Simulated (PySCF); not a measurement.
**Chromium: a sound run and one with changed settings**

Sound run: Cr [Ar] 3d5 4s1, Cr⁺ [Ar] 3d5. All numbers are calculated (PySCF 2.14, the non-relativistic Hamiltonian (point nucleus), in def2-SVP (5s3p2d1f, 31 functions)). In the sound run the correlated levels freeze [Ar]. The sound run starts from symmetry-adapted Hartree-Fock orbitals and uses a fine grid where one is needed.

Changed run: the spin-free X2C one-electron Hamiltonian (Gaussian nucleus). This setting is unsound on purpose.

```
species  method  sound run (hartree)  changed run (hartree)  converged
     Cr     UHF          -1043.19707            -1048.48308        yes
     Cr     PBE          -1044.04551            -1049.33153        yes
     Cr  M06-2X          -1044.22767            -1049.51329        yes
     Cr     MP2          -1043.25141            -1048.53756        yes
    Cr⁺     UHF          -1042.98265            -1048.26576        yes
    Cr⁺     PBE          -1043.79072            -1049.07325        yes
    Cr⁺  M06-2X          -1043.99258            -1049.27494        yes
    Cr⁺     MP2          -1043.02889            -1048.31208        yes
```

Ionisation energy of Cr:

```csv
method,sound run (eV),changed run (eV)
UHF,5.835,5.914
PBE,6.933,7.028
M06-2X,6.397,6.486
MP2,6.055,6.136
SCS-MP2,5.908,5.988
```

Most of the change in total energy is the relativistic energy itself. On top of that the contraction fixes the core shape for the Hamiltonian it was made with, so the changed run is not a good calculation with the other Hamiltonian either.

For comparison, NIST gives 6.767 eV between the lowest levels.
